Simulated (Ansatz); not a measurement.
`OC(O)(O)I` and `OC(O)(O)[SiH2]F` differ in one atom or group.

Ansatz, PBE0-D4/def2-TZVP geometries, multiplicity 1. Each molecule was computed in one conformer, which needn't be the lowest.

Elements past krypton have def2 core potentials.

| property | `OC(O)(O)I` |
| --- | --- |
| size of the dipole moment (ωB97M-V/def2-TZVPP) / D | 1.00 |
| HOMO–LUMO gap (ωB97M-V/def2-TZVPP) / eV | 10.00 |
| HOMO–LUMO gap (PBE/def2-TZVPP) / eV | 3.80 |
| HOMO–LUMO gap (PBE0/def2-TZVPP) / eV | 5.84 |
| HOMO energy (PBE/def2-TZVPP) / eV | -6.05 |
| size of the dipole moment (B3LYP/def2-TZVPP) / D | 0.99 |

What does the change do to each property? (An estimate is asked.)

Computed: 
```csv
property,`OC(O)(O)[SiH2]F`,shift
size of the dipole moment (ωB97M-V/def2-TZVPP) / D,1.20,0.20
HOMO–LUMO gap (ωB97M-V/def2-TZVPP) / eV,12.10,2.10
HOMO–LUMO gap (PBE/def2-TZVPP) / eV,5.73,1.93
HOMO–LUMO gap (PBE0/def2-TZVPP) / eV,8.08,2.24
HOMO energy (PBE/def2-TZVPP) / eV,-6.52,-0.47
size of the dipole moment (B3LYP/def2-TZVPP) / D,1.23,0.24
```

With PBE0 the HOMO falls by 0.75 eV and the LUMO rises by 1.50 eV, so the gap widens by about 2.25 eV. PBE moves the HOMO by -0.47 eV and ωB97M-V by -0.89 eV. Dipoles are sizes alone; their direction can turn.

B3LYP here is the variant with VWN-RPA as its local correlation; programs differ in this.

Spin–orbit coupling is left out; it splits and shifts lone-pair levels of the heavy atoms by tenths of an eV.
